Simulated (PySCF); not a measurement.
Adding and removing an electron: GeO

B2PLYP; Ge pcseg-1, O pcseg-1; no relativity (PySCF 2.14). Neutral (UKS): singlet (closed shell), Re = 1.665 Å, ωe = 916 cm⁻¹, De = 6.60 eV, HOMO -9.73 eV, LUMO -1.06 eV.

GeO⁺ (UKS): doublet (π ↑), Re = 1.821 Å, ωe = 698 cm⁻¹, De = 3.42 eV to Ge⁺ + O. The energies at the minima are -2151.49861 hartree for GeO and -2151.09478 for GeO⁺.

Work out the adiabatic ionisation energy, without and with harmonic zero-point energies (1 hartree = 27.2114 eV, 1 eV = 8065.5 cm⁻¹), and the change of the bond length.

At B2PLYP: 0.40383 hartree = 10.989 eV between the minima; the zero-point term (698.0 − 916.0)/2 cm⁻¹ = -0.014 eV makes it 10.975 eV. Re changes by +15.6 pm against the neutral. Minus the HOMO energy is 9.73 eV, -1.26 eV from the value between the minima; self-interaction puts the Kohn–Sham level too high, less so with exact exchange. The electron leaves a π orbital; in so polar a molecule the change of length follows mostly from the change of the ionic charges.

Correlated steps freeze 10 core orbitals. Spin–orbit coupling is left out. For an ion De counts to the pair picked by the measured ionisation energies or electron affinities, which need not be the lowest pair at this level. B2PLYP dipoles, levels and charges come from its SCF part alone. States were picked by a PBE0 search and need not be the measured ground states.
